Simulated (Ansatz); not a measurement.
Ansatz (a program for electronic structure) job for B(Me)2(OSiH3) (C2H9BOSi), SMILES [SiH3]OB(C)C, PBE-D3(BJ)/def2-SVP. 

Ansatz 0.2 input:
```yaml
crystal:
  periodic: [false, false, false]
  atoms:
    - {symbol: B, position_ang: [0.11406617, 0.08408049, 0.93116878]}
    - {symbol: C, position_ang: [0.14571751, -0.66121491, 2.31625344]}
    - {symbol: H, position_ang: [-0.34170951, -1.64709565, 2.28927135]}
    - {symbol: H, position_ang: [-0.28367396, -0.05804473, 3.13285174]}
    - {symbol: H, position_ang: [1.20468045, -0.82469874, 2.59300596]}
    - {symbol: C, position_ang: [0.35942072, 1.64169578, 0.81437273]}
    - {symbol: H, position_ang: [0.75733109, 1.97365835, -0.15921969]}
    - {symbol: H, position_ang: [1.01052303, 2.03258165, 1.61219605]}
    - {symbol: H, position_ang: [-0.61679949, 2.14760558, 0.94433388]}
    - {symbol: O, position_ang: [-0.14730898, -0.66824114, -0.18800676]}
    - {symbol: Si, position_ang: [-0.23876248, -0.28662926, -1.81699833]}
    - {symbol: H, position_ang: [1.08837561, 0.17046769, -2.32496954]}
    - {symbol: H, position_ang: [-1.25171829, 0.78504754, -2.05132954]}
    - {symbol: H, position_ang: [-0.64702263, -1.52407082, -2.53371050]}
basis:
  gaussian:
    orbitals: def2-SVP
hamiltonian:
  xc: pbe
  dispersion: d3bj
relax: {f_tol: 0.002, max_steps: 200}
```

Program output:

```
WARN ansatz: RAYON_NUM_THREADS=1 ignored (pool sized by the plan → 1); use --threads N
Functional definition: PBE
integrals: 0.06 GiB planned
1331 factors; their error is unknown
mean field: 0.35 GiB planned
mean field evaluation 1: about -12792.8298 eV, gradient 8.0e1 eV
mean field evaluation 2: about -12762.7209 eV, gradient 1.4e2 eV
mean field evaluation 4: about -12807.1743 eV, gradient 9.3e0 eV
mean field evaluation 8: about -12807.3057 eV, gradient 1.7e-1 eV
mean field evaluation 16: about -12807.3057 eV, gradient 6.0e-5 eV
mean field -12807.30571937 eV, -470.6598040833 hartree, gradient 6.0e-5 eV, S^2 0.000000; 0 other end points of the search recorded, 0 dependent functions left out
the calculation of the forces begins
reference -12807.30575930 eV, -470.6598055507 hartree; 24, 24 occupied and 95, 95 virtual orbitals, 1331 factors
relax step   1: F+E_penalty+E_count = -12807.57763884 eV  Δ(F+E_penalty+E_count) = +0.000e0 eV  max|allowed force component| = 2.642e-1 eV/Å  Δτ_max = 0.0000 Å  (26 SCF iters, accepted)
these checks for a lower state are left out or cut short: starts, cluster_reference, orbital_swaps, neighbouring_geometries, increment
integrals: 0.06 GiB planned
1331 factors; their error is unknown
mean field: 0.35 GiB planned
mean field -12807.31842429 eV, -470.6602709805 hartree, gradient 1.4e-5 eV, S^2 0.000000; 0 other end points of the search recorded, 0 dependent functions left out
the calculation of the forces begins
reference -12807.31846429 eV, -470.6602724503 hartree; 24, 24 occupied and 95, 95 virtual orbitals, 1331 factors
[...]
these checks for a lower state are left out or cut short: starts, cluster_reference, orbital_swaps, neighbouring_geometries, increment
integrals: 0.06 GiB planned
1331 factors; their error is unknown
mean field: 0.35 GiB planned
mean field -12807.32066294 eV, -470.6603532492 hartree, gradient 2.3e-5 eV, S^2 0.000000; 0 other end points of the search recorded, 0 dependent functions left out
the calculation of the forces begins
reference -12807.32070279 eV, -470.6603547139 hartree; 24, 24 occupied and 95, 95 virtual orbitals, 1331 factors
relax step  12: F+E_penalty+E_count = -12807.59194214 eV  Δ(F+E_penalty+E_count) = -1.807e-5 eV  max|allowed force component| = 1.081e-2 eV/Å  Δτ_max = 0.0055 Å  (22 SCF iters, accepted)
these checks for a lower state are left out or cut short: starts, cluster_reference, orbital_swaps, neighbouring_geometries, increment
integrals: 0.06 GiB planned
1331 factors; their error is unknown
mean field: 0.35 GiB planned
mean field -12807.32067691 eV, -470.6603537628 hartree, gradient 2.0e-5 eV, S^2 0.000000; 0 other end points of the search recorded, 0 dependent functions left out
the calculation of the forces begins
reference -12807.32071676 eV, -470.6603552273 hartree; 24, 24 occupied and 95, 95 virtual orbitals, 1331 factors
relax step  13: F+E_penalty+E_count = -12807.59195875 eV  Δ(F+E_penalty+E_count) = -1.661e-5 eV  max|allowed force component| = 7.362e-3 eV/Å  Δτ_max = 0.0048 Å  (23 SCF iters, accepted)
these checks for a lower state are left out or cut short: starts, cluster_reference, orbital_swaps, neighbouring_geometries, increment
integrals: 0.06 GiB planned
1331 factors; their error is unknown
mean field: 0.35 GiB planned
mean field evaluation 96: about -12807.3821 eV, gradient 2.9e-1 eV
mean field -12807.32066976 eV, -470.6603534998 hartree, gradient 1.4e-5 eV, S^2 0.000000; 0 other end points of the search recorded, 0 dependent functions left out
the calculation of the forces begins
reference -12807.32070960 eV, -470.6603549641 hartree; 24, 24 occupied and 95, 95 virtual orbitals, 1331 factors
relax step  14: F+E_penalty+E_count = -12807.59197546 eV  Δ(F+E_penalty+E_count) = -1.671e-5 eV  max|allowed force component| = 4.665e-3 eV/Å  Δτ_max = 0.0074 Å  (22 SCF iters, accepted)
these checks for a lower state are left out or cut short: starts, cluster_reference, orbital_swaps, neighbouring_geometries, increment
integrals: 0.06 GiB planned
1331 factors; their error is unknown
mean field: 0.35 GiB planned
mean field -12807.32062868 eV, -470.6603519903 hartree, gradient 1.4e-5 eV, S^2 0.000000; 0 other end points of the search recorded, 0 dependent functions left out
the calculation of the forces begins
reference -12807.32066851 eV, -470.6603534540 hartree; 24, 24 occupied and 95, 95 virtual orbitals, 1331 factors
relax step  15: F+E_penalty+E_count = -12807.59200150 eV  Δ(F+E_penalty+E_count) = -2.604e-5 eV  max|allowed force component| = 7.648e-3 eV/Å  Δτ_max = 0.0248 Å  (30 SCF iters, accepted)
these checks for a lower state are left out or cut short: starts, cluster_reference, orbital_swaps, neighbouring_geometries, increment
integrals: 0.06 GiB planned
1331 factors; their error is unknown
mean field: 0.35 GiB planned
mean field -12807.32059111 eV, -470.6603506097 hartree, gradient 1.4e-5 eV, S^2 0.000000; 0 other end points of the search recorded, 0 dependent functions left out
the calculation of the forces begins
reference -12807.32063094 eV, -470.6603520734 hartree; 24, 24 occupied and 95, 95 virtual orbitals, 1331 factors
relax step  16: F+E_penalty+E_count = -12807.59201330 eV  Δ(F+E_penalty+E_count) = -1.179e-5 eV  max|allowed force component| = 1.046e-2 eV/Å  Δτ_max = 0.0147 Å  (29 SCF iters, accepted)
these checks for a lower state are left out or cut short: starts, cluster_reference, orbital_swaps, neighbouring_geometries, increment
integrals: 0.06 GiB planned
1331 factors; their error is unknown
mean field: 0.35 GiB planned
mean field -12807.32055126 eV, -470.6603491452 hartree, gradient 1.4e-5 eV, S^2 0.000000; 0 other end points of the search recorded, 0 dependent functions left out
the calculation of the forces begins
reference -12807.32059110 eV, -470.6603506093 hartree; 24, 24 occupied and 95, 95 virtual orbitals, 1331 factors
relax step  17: F+E_penalty+E_count = -12807.59202736 eV  Δ(F+E_penalty+E_count) = -1.407e-5 eV  max|allowed force component| = 9.309e-3 eV/Å  Δτ_max = 0.0117 Å  (29 SCF iters, accepted)
these checks for a lower state are left out or cut short: starts, cluster_reference, orbital_swaps, neighbouring_geometries, increment
integrals: 0.06 GiB planned
1331 factors; their error is unknown
mean field: 0.35 GiB planned
mean field evaluation 128: about -12807.3205 eV, gradient 1.3e-5 eV
mean field -12807.32051204 eV, -470.6603477037 hartree, gradient 1.3e-5 eV, S^2 0.000000; 0 other end points of the search recorded, 0 dependent functions left out
the calculation of the forces begins
reference -12807.32055189 eV, -470.6603491683 hartree; 24, 24 occupied and 95, 95 virtual orbitals, 1331 factors
relax step  18: F+E_penalty+E_count = -12807.59203394 eV  Δ(F+E_penalty+E_count) = -6.576e-6 eV  max|allowed force component| = 5.272e-3 eV/Å  Δτ_max = 0.0091 Å  (22 SCF iters, accepted)
these checks for a lower state are left out or cut short: starts, cluster_reference, orbital_swaps, neighbouring_geometries, increment
integrals: 0.06 GiB planned
1331 factors; their error is unknown
mean field: 0.35 GiB planned
mean field -12807.32047319 eV, -470.6603462760 hartree, gradient 1.1e-5 eV, S^2 0.000000; 0 other end points of the search recorded, 0 dependent functions left out
the calculation of the forces begins
reference -12807.32051305 eV, -470.6603477409 hartree; 24, 24 occupied and 95, 95 virtual orbitals, 1331 factors
relax step  19: F+E_penalty+E_count = -12807.59203041 eV  Δ(F+E_penalty+E_count) = +3.533e-6 eV  max|allowed force component| = 1.375e-2 eV/Å  Δτ_max = 0.0053 Å  (23 SCF iters, rejected (line search))
these checks for a lower state are left out or cut short: starts, cluster_reference, orbital_swaps, neighbouring_geometries, increment
integrals: 0.06 GiB planned
1331 factors; their error is unknown
mean field: 0.35 GiB planned
mean field -12807.32049617 eV, -470.6603471206 hartree, gradient 2.4e-5 eV, S^2 0.000000; 0 other end points of the search recorded, 0 dependent functions left out
the calculation of the forces begins
reference -12807.32053603 eV, -470.6603485853 hartree; 24, 24 occupied and 95, 95 virtual orbitals, 1331 factors
relax step  20: F+E_penalty+E_count = -12807.59203787 eV  Δ(F+E_penalty+E_count) = -3.935e-6 eV  max|allowed force component| = 1.922e-3 eV/Å  Δτ_max = 0.0025 Å  (21 SCF iters, accepted)
these checks for a lower state are left out or cut short: starts, cluster_reference, orbital_swaps, neighbouring_geometries, increment
integrals: 0.06 GiB planned
1331 factors; their error is unknown
mean field: 0.35 GiB planned
mean field -12807.32048567 eV, -470.6603467346 hartree, gradient 2.2e-5 eV, S^2 0.000000; 0 other end points of the search recorded, 0 dependent functions left out
the calculation of the forces begins
reference -12807.32052552 eV, -470.6603481994 hartree; 24, 24 occupied and 95, 95 virtual orbitals, 1331 factors
relax step  21: F+E_penalty+E_count = -12807.59203926 eV  Δ(F+E_penalty+E_count) = -1.386e-6 eV  max|allowed force component| = 3.512e-3 eV/Å  Δτ_max = 0.0023 Å  (21 SCF iters, accepted)
these checks for a lower state are left out or cut short: starts, cluster_reference, orbital_swaps, neighbouring_geometries, increment
integrals: 0.06 GiB planned
1331 factors; their error is unknown
mean field: 0.35 GiB planned
mean field -12807.32047766 eV, -470.6603464405 hartree, gradient 1.8e-5 eV, S^2 0.000000; 0 other end points of the search recorded, 0 dependent functions left out
the calculation of the forces begins
reference -12807.32051752 eV, -470.6603479053 hartree; 24, 24 occupied and 95, 95 virtual orbitals, 1331 factors
relax step  22: F+E_penalty+E_count = -12807.59204025 eV  Δ(F+E_penalty+E_count) = -9.918e-7 eV  max|allowed force component| = 2.019e-3 eV/Å  Δτ_max = 0.0014 Å  (20 SCF iters, accepted)
these checks for a lower state are left out or cut short: starts, cluster_reference, orbital_swaps, neighbouring_geometries, increment
integrals: 0.06 GiB planned
1331 factors; their error is unknown
mean field: 0.35 GiB planned
mean field -12807.32044912 eV, -470.6603453917 hartree, gradient 2.5e-5 eV, S^2 0.000000; 0 other end points of the search recorded, 0 dependent functions left out
the calculation of the forces begins
reference -12807.32048899 eV, -470.6603468566 hartree; 24, 24 occupied and 95, 95 virtual orbitals, 1331 factors
relax step  23: F+E_penalty+E_count = -12807.59204203 eV  Δ(F+E_penalty+E_count) = -1.779e-6 eV  max|allowed force component| = 1.316e-3 eV/Å  Δτ_max = 0.0054 Å  (21 SCF iters, accepted)
integrals: 0.06 GiB planned
1331 factors; their error is unknown
mean field: 0.35 GiB planned
mean field evaluation 160: about -12807.3204 eV, gradient 2.6e-5 eV
mean field -12807.32044912 eV, -470.6603453917 hartree, gradient 2.6e-5 eV, S^2 0.000000; 1 other end points of the search recorded, 0 dependent functions left out
the calculation of the forces begins
reference -12807.32048899 eV, -470.6603468566 hartree; 24, 24 occupied and 95, 95 virtual orbitals, 1331 factors
Total energy: -12807.59208189 eV, -470.6703277119 hartree
Atom 0 at     0.122881     0.069599     0.935722 Å, force    -0.001316    -0.000908    -0.000314 eV/Å
Atom 1 at     0.155039    -0.671841     2.328780 Å, force     0.000444    -0.000302     0.000428 eV/Å
Atom 2 at    -0.261066    -1.697270     2.292785 Å, force     0.000169     0.000362     0.000145 eV/Å
Atom 3 at    -0.365148    -0.089612     3.118492 Å, force     0.000233    -0.000234    -0.000528 eV/Å
Atom 4 at     1.213567    -0.745133     2.667370 Å, force    -0.000577     0.000135    -0.000015 eV/Å
Atom 5 at     0.385337     1.628945     0.803463 Å, force     0.001282    -0.000482     0.000093 eV/Å
Atom 6 at     0.887274     1.923701    -0.142526 Å, force     0.000236     0.000236    -0.000475 eV/Å
Atom 7 at     0.960051     2.049122     1.652638 Å, force     0.000165     0.000330     0.000342 eV/Å
Atom 8 at    -0.601699     2.146333     0.806334 Å, force    -0.000907     0.000227     0.000064 eV/Å
Atom 9 at    -0.162216    -0.689461    -0.180750 Å, force     0.000247     0.000977    -0.000144 eV/Å
Atom 10 at    -0.268045    -0.268500    -1.816581 Å, force     0.000262    -0.000292     0.000334 eV/Å
Atom 11 at     1.062068     0.211554    -2.329342 Å, force     0.000088     0.000210     0.000015 eV/Å
Atom 12 at    -1.300428     0.805975    -2.023418 Å, force    -0.000189     0.000040     0.000111 eV/Å
Atom 13 at    -0.674495    -1.508270    -2.553747 Å, force    -0.000134    -0.000300    -0.000057 eV/Å
Dipole moment:     0.019212     0.155266    -0.054533 e Å
```

The run converged.
